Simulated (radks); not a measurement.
Values are calculated unless marked as measured or tabulated.
Question: The mean radii <r> (bohr) of the occupied orbitals of an atom or ion are listed with their occupations. Level of theory: Dirac Kohn-Sham, PBE, spin-unpolarised, spherical densities, finite nucleus; Fermi nuclear charge, rms radius of each element as measured or else 0.836 A^(1/3) + 0.57 fm (a radial shooting solver on a logarithmic mesh with Libxc functionals).

orbital  occ.      <r>
1s1/2       2  0.02558
2s1/2       2   0.1091
2p1/2       2  0.09169
2p3/2       4  0.09765
3s1/2       2   0.2864
3p1/2       2   0.2755
3p3/2       4   0.2866
3d3/2       4   0.2559
3d5/2       6   0.2593

Name the element and its charge. Open shells, if any, fill j = l - 1/2 first.

Answer: Z = 56, barium, charge +28: Ba28+ in [Ar] 3d10. The 1s radius gives Z: for a bare nucleus <r> = (2 gamma + 1)/(2Z) with gamma = sqrt(1 - (Z/c)^2), 0.02523 bohr for Z = 56, and screening makes it slightly larger (0.02558 here). The occupations add up to 28, and the charge is Z minus that.
